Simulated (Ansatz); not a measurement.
The same stannylene extrusion along the group Si, Ge, Sn.

Computed with Ansatz on PBE0-D4/def2-TZVP structures; ΔE is electronic, products minus reactants. CCSD(T)/CBS is the MP2 limit (def2-TZVPP, def2-QZVPP) plus CCSD(T) − MP2 in def2-TZVPP, frozen cores. Small cases extrapolate CCSD(T) itself. DFT in def2-TZVPP. def2 core potentials past Kr. For Ge, Sn outer-core shells are correlated without core-valence functions, which leaves a few kJ/mol of doubt a bond. Scalar relativity is left out up to krypton. One conformer a species, not always the lowest.

```tsv
reaction	ωB97M-V (kJ/mol)
`S[SiH](S)S` → H₂S + `S[Si]S`	182
`[SH][GeH]([SH])[SH]` → H₂S + `[SH][Ge][SH]`	87
`[SH][SnH]([SH])[SH]` → H₂S + `[SH][Sn][SH]`	32
```

**Question.** Give the CCSD(T)/CBS values in the same order. (An estimate is asked.)

**Answer.** The calculation gave: 193, 90, 34 kJ/mol.

Largest T1 diagnostic: 0.016, for `[SH][Sn][SH]`.

Extrapolated directly: `S[SiH](S)S` → H₂S + `S[Si]S`.
